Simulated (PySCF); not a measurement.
Compound: C3H10OSeSi.
Geometry (PBE0-D3(BJ)/def2-SVP, Å), atoms numbered from 1 in this order:
```
atom  x, y, z in Å
C1    -0.9462   -0.3080    1.4056
C2    -0.5976    0.5678    0.2143
C3    -1.7419    1.4679   -0.2035
O4    -0.2451   -0.2222   -0.9104
Si5    1.0650   -1.2277   -1.0488
Se6    2.9929   -0.3053   -0.2296
H7    -1.2491    0.3058    2.2671
H8    -1.7752   -0.9872    1.1526
H9    -0.0862   -0.9209    1.7198
H10    0.2739    1.1970    0.4813
H11   -2.6270    0.8658   -0.4610
H12   -1.4583    2.0558   -1.0879
H13   -2.0119    2.1605    0.6073
H14    0.8493   -2.5243   -0.3427
H15    1.2802   -1.4321   -2.5033
H16    2.7355   -0.7765    1.1389
```

Method used: TDDFT CAM-B3LYP/def2-SVPD, vertical, gas phase, core orbitals frozen in the response in PySCF 2.14.0, density-fitted response routines. Relativistic effects, spin–orbit coupling among them, are left out although an element past zinc is present.

Transition dipole moments from the ground state, in atomic units and in the frame of the coordinates above (overall signs are arbitrary), for the states with f of 0.002 or more among the lowest 7:

```json
{"state": "S1", "E (hartree)": "0.1972", "μx": "-0.154", "μy": "0.166", "μz": "0.025"}
{"state": "S2", "E (hartree)": "0.2210", "μx": "0.206", "μy": "-0.485", "μz": "-0.166"}
{"state": "S3", "E (hartree)": "0.2532", "μx": "-0.265", "μy": "-0.130", "μz": "-0.093"}
{"state": "S4", "E (hartree)": "0.2574", "μx": "-0.186", "μy": "0.062", "μz": "0.146"}
{"state": "S5", "E (hartree)": "0.2662", "μx": "-0.373", "μy": "0.232", "μz": "0.094"}
{"state": "S6", "E (hartree)": "0.2761", "μx": "0.537", "μy": "0.080", "μz": "-0.020"}
{"state": "S7", "E (hartree)": "0.2780", "μx": "0.350", "μy": "0.475", "μz": "0.126"}
```

What oscillator strength does each state have?

f = (2/3) ΔE |μ|² with ΔE in hartree (27.2114 eV).

```
state  |μ|² (au)  |μ| (D)      f
   S1      0.052     0.58  0.007
   S2      0.305     1.40  0.045
   S3      0.096     0.79  0.016
   S4      0.060     0.62  0.010
   S5      0.202     1.14  0.036
   S6      0.295     1.38  0.054
   S7      0.364     1.53  0.068
```

Which bond between heavy atoms lies closest to the direction of the S7 transition dipole?

Si5–Se6, at 28° from it; next C2–O4 at 63°.

What angle do the transition dipoles of S2 and S5 make?

|cos θ| = |μa·μb| / (|μa| |μb|) = 0.83, so θ ≈ 34° (taken between 0 and 90°, since the signs are arbitrary).

What peak molar absorption coefficient would the strongest computed level give as a lone Gaussian band 0.5 eV wide at half height?

ε(max) = 2.175×10⁸ f / FWHM, with the width in cm⁻¹. S7: 2.175×10⁸ × 0.0675 / 4033 ≈ 3600 L mol⁻¹ cm⁻¹.

All these states lie below the vertical ionisation energy of 9.38 eV (ΔSCF).

One conformer stands for the species.
